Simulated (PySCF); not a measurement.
SnCl3, SMILES [Cl][Sn+]([Cl])[Cl], charge +1.

Coordinates come from a PBE0-D3(BJ)/def2-SVP optimisation. The spin state was assumed, not searched. The isomer is the one that the SMILES or the coordinates give; other isomers of the formula were not compared. The def2 effective core potentials stand for the cores of Sn; spin–orbit coupling is left out.

Level of theory: PBE0/def2-TZVPD run with PySCF.

Symmetry labels are those of the subgroup C2v that the program uses (full group D3h).

Q: List the valence orbital energies around the gap with their symmetry. (An estimate is asked for; the answer gives what the named calculation found.)

A: 
```tsv
orbital	symmetry	energy (eV)
HOMO−7	B1	-17.22
HOMO−6	A1	-17.22
HOMO−5	B2	-16.04
HOMO−4	B1	-15.36
HOMO−3	A1	-15.36
HOMO−2	B2	-15.33
HOMO−1	A2	-15.33
HOMO	B1	-15.15
LUMO	A1	-9.66
LUMO+1	B2	-8.52
LUMO+2	B1	-4.97
LUMO+3	A1	-4.97
```
